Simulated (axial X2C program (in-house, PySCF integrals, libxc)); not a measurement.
## What spin–orbit coupling does to PdB⁻

Computed with an in-house all-electron X2C program for linear molecules (integrals from PySCF). Spin-free means the one-electron spin-free X2C Hamiltonian; two-component (2c) means X2C with spin–orbit coupling and atomic mean-field two-electron Coulomb and Gaunt terms, so the difference of the two also holds small scalar two-electron terms. Basis: Pd dyall-acv3z [13s13p9d5f3g], B dyall-av3z [8s7p3d2f] (cores contracted in-house); Gaussian nuclei, density fitting, unrestricted open shells. Masses: Pd 105.903 u, B 11.009 u.

Spin-free state: M_S = 0, Λ = 0 (closed shell); fragments Pd- + B for PBE0, HF, CCSD, CCSD(T), B97-3; Pd + B- for MP2.

| level | Re (Å) | ωe (cm⁻¹) | De (eV) | μ (D) |
| --- | --- | --- | --- | --- |
| PBE0 | 1.784 | 761.7 | 4.215 | -0.99 |
| HF | 1.786 | 652.7 | 1.182 | -0.32 |
| MP2 | 1.764 | 913.5 | n/a | n/a |
| CCSD | 1.782 | 763.7 | 4.214 | n/a |
| CCSD(T) | 1.798 | 767.3 | n/a | n/a |
| B97-3 | 1.785 | 750.5 | 4.084 | -0.72 |

Correlated methods: 14 electrons correlated (number of frozen shells: Pd 4 s, 3 p, 1 d; B 1 s), 316 virtual spin orbitals or spinors in MP2, 90 natural virtuals in coupled cluster.

Dipoles are positive if B is the positive end and refer to the centre of mass.

Two-component determinant lowest at the distance of the search:

Ω = 0 (closed shell); fragments Pd- + B for PBE0, HF, CCSD, CCSD(T), B97-3; Pd + B- for MP2.

| level | Re (Å) | ωe (cm⁻¹) | De (eV) | μ (D) |
| --- | --- | --- | --- | --- |
| PBE0 | 1.783 | 762.1 | 4.227 | -0.98 |
| HF | 1.784 | 654.1 | n/a | -0.30 |
| MP2 | 1.763 | 913.2 | n/a | n/a |
| CCSD | 1.780 | 763.7 | n/a | n/a |
| CCSD(T) | 1.796 | 767.5 | n/a | n/a |
| B97-3 | 1.784 | 750.9 | 4.096 | -0.71 |

Problem. From the two tables, how do the constants change at the CCSD(T) level (2c against spin-free)?

Solution. At the CCSD(T) level Re drops by 0.002 Å and ωe is unchanged to within 0.2 cm⁻¹.

Occupations by symmetry block were frozen at the best pattern of an incomplete PBE0 search. The closed shell is kept restricted, so the energy runs too high when the bond is stretched far. Dissociation energies refer to the lowest single-determinant-based atoms at the same level and basis. De is not given where an atomic determinant may have missed its ground term or J level, or where the truncated virtual space spoils (T). Coupled cluster ran in a truncated set of natural virtual spinors; the MP2 energy of the rest was added. (T) has no such correction and the atoms are truncated less, which lowers De at CCSD(T) by a hundredth of an eV or more. In 2c an atomic determinant is not the ground J level, so De misses part of the atomic spin–orbit lowering. This holds for PBE0, B97-3. The functionals have no current-density term, which raises determinants with orbital currents, atoms included. The highest occupied level of some functionals is positive through self-interaction error; at Hartree–Fock it is bound. The T1 diagnostic is large, a sign of multireference character. Hartree–Fock gets electron affinities wrong, so its lowest charge split need not be the true one.
